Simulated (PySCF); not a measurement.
SMILES O=C(O)CCB(O)O (C3H7BO4) (GFN2-xTB optimised geometry):

```
15

O      2.643    -0.132     0.095
C      1.930    -1.095     0.000
O      2.426    -2.338    -0.117
C      0.426    -1.095     0.000
C     -0.154     0.318     0.000
B     -1.752     0.368     0.095
O     -2.450     1.536     0.054
O     -2.446    -0.778     0.227
H      3.395    -2.316    -0.106
H      0.081    -1.659    -0.867
H      0.090    -1.643     0.882
H      0.187     0.835    -0.901
H      0.285     0.868     0.836
H     -1.939     2.338    -0.037
H     -3.395    -0.656     0.280
```

Computed with PBE0/def2-TZVP in PySCF.

Problem. What are the frontier orbital energies and the dipole moment?

Solution. HOMO-2 -9.21 eV, HOMO-1 -9.05 eV, HOMO -7.95 eV, LUMO 0.40 eV, LUMO+1 0.64 eV; dipole moment 1.00 D.

On the same geometry PBE/def2-TZVP run with PySCF gives HOMO-2 -7.63 eV, HOMO-1 -7.52 eV, HOMO -6.26 eV, LUMO -0.74 eV, LUMO+1 -0.17 eV; dipole moment 1.00 D.

Meta-Löwdin charges at PBE0/def2-TZVP: O1 -0.47, C2 0.53, O3 -0.47, C4 -0.24, C5 -0.35, B6 0.46, O7 -0.54, O8 -0.52, H9 0.36, H10 0.14, H11 0.14, H12 0.13, H13 0.13, H14 0.36, H15 0.36.
